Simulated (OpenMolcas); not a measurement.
A calculation on Bi.

```
Program             : OpenMolcas 26.06
Method              : CASSCF
Basis               : ANO-RCC-VTZP [8s7p5d3f2g]
Scalar Hamiltonian  : DKH2, point nucleus
Active space        : 5 electrons in 8 orbitals (6s 6p 7s 7p)
State averaging     : 2S+1 = 4 odd, 1 root; 2S+1 = 2 odd, 8 roots kept (CI in the orbitals of an earlier block)
Spin-orbit coupling : RASSI with atomic mean-field integrals over the reference wave functions, term energies averaged over their components
```

Q: Which level of the active space comes out lowest?

A: 6s2 6p3 4S* 3/2, with 77 % of that term; it is also the measured ground level.

Q: How high does 6s2 6p3 2D* 3/2 [67 %] lie?

A: 11896 cm-1 above the lowest level; measured 11419 cm-1 above the ground level, so the calculation is off by +4 %.

Q: How high does 6s2 6p3 2D* 5/2 lie?

A: 16603 cm-1 above the lowest level; measured 15438 cm-1 above the ground level, so the calculation is off by +8 %.

Q: How high does 6s2 6p3 2P* 3/2 [66 %] lie?

A: 30649 cm-1 above the lowest level; measured 33165 cm-1 above the ground level, so the calculation is off by -8 %.

Measured values: NIST Handbook of Basic Atomic Spectroscopic Data.

Terms from blocks run as CI alone lack orbitals of their own. Active for correlation alone: 7p 7s; no level in the range computed is led by a configuration that fills them, so any true level of that kind is missing. Spin-orbit splittings of 6p shells tend to come out small when the coupling is added on scalar orbitals. Computed and measured levels are paired by configuration, term and J; levels that our copy of the source lacks, or whose pairing is in doubt (as where it misses far off the trend of its configuration), stay unpaired and out of the deviations. Levels of configurations outside the active space are missing.

A share in square brackets marks a mixed level and gives the weight of the term that names it. * marks odd parity.
